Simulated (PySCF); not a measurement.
**Electron correlation in O⁺ (oxygen, charge +1)**

[He] 2s1 2p4, high-spin 4P determinant (an excited configuration). All numbers are calculated (PySCF 2.14, the spin-free X2C one-electron Hamiltonian (Gaussian nucleus), in ANO-RCC-VTZP (4s3p2d1f, 30 functions)). Frozen: 1s2; 5 electrons correlated.

```csv
level,correlation energy (mhartree)
CCSD,-111.16
(T),-1.93
CCSD(T),-113.09
CCSDT,-113.52
```

Diagnostics: T1 = 0.0063, D1 = 0.0119, largest double amplitude 0.071.

Cost of the coupled-cluster step: of the order of 0.7 core-seconds, for 5 correlated electrons.

Iterations:

```
CC2 = 0
CCSD nocc = (np.int64(4), np.int64(1)), nmo = (29, 29)
frozen orbitals [[0], [0]]
max_cycle = 100
direct = 0
conv_tol = 1e-08
conv_tol_normt = 1e-06
diis_space = 8
diis_start_cycle = 0
Init t2, MP2 energy = -0.0931478428279766
Init E_corr(UCCSD) = -0.0931478428284653
cycle = 1  E_corr(UCCSD) = -0.10561110786791  dE = -0.012463265  norm(t1,t2) = 0.0340389
cycle = 2  E_corr(UCCSD) = -0.108591544008416  dE = -0.00298043614  norm(t1,t2) = 0.0168299
cycle = 3  E_corr(UCCSD) = -0.111192773341773  dE = -0.00260122933  norm(t1,t2) = 0.009562
cycle = 4  E_corr(UCCSD) = -0.111105902896344  dE = 8.68704454e-05  norm(t1,t2) = 0.00199166
cycle = 5  E_corr(UCCSD) = -0.111169991751643  dE = -6.40888553e-05  norm(t1,t2) = 0.000774685
cycle = 6  E_corr(UCCSD) = -0.111162106758432  dE = 7.88499321e-06  norm(t1,t2) = 0.000143728
cycle = 7  E_corr(UCCSD) = -0.111162225468984  dE = -1.18710552e-07  norm(t1,t2) = 0.000142307
cycle = 8  E_corr(UCCSD) = -0.111162675073981  dE = -4.49604998e-07  norm(t1,t2) = 0.000341404
cycle = 9  E_corr(UCCSD) = -0.111162851124725  dE = -1.76050743e-07  norm(t1,t2) = 1.99016e-05
cycle = 10  E_corr(UCCSD) = -0.111162472957332  dE = 3.78167393e-07  norm(t1,t2) = 6.428e-06
cycle = 11  E_corr(UCCSD) = -0.111162350368005  dE = 1.22589327e-07  norm(t1,t2) = 2.36553e-06
cycle = 12  E_corr(UCCSD) = -0.111162431147376  dE = -8.07793705e-08  norm(t1,t2) = 5.62148e-07
cycle = 13  E_corr(UCCSD) = -0.111162442835233  dE = -1.16878572e-08  norm(t1,t2) = 1.57741e-07
cycle = 14  E_corr(UCCSD) = -0.111162441428923  dE = 1.40631029e-09  norm(t1,t2) = 4.30345e-08
UCCSD converged
E(UCCSD) = -73.98933336241819  E_corr = -0.1111624414289227
UCCSD(T) correction = -0.00193401388679324
```
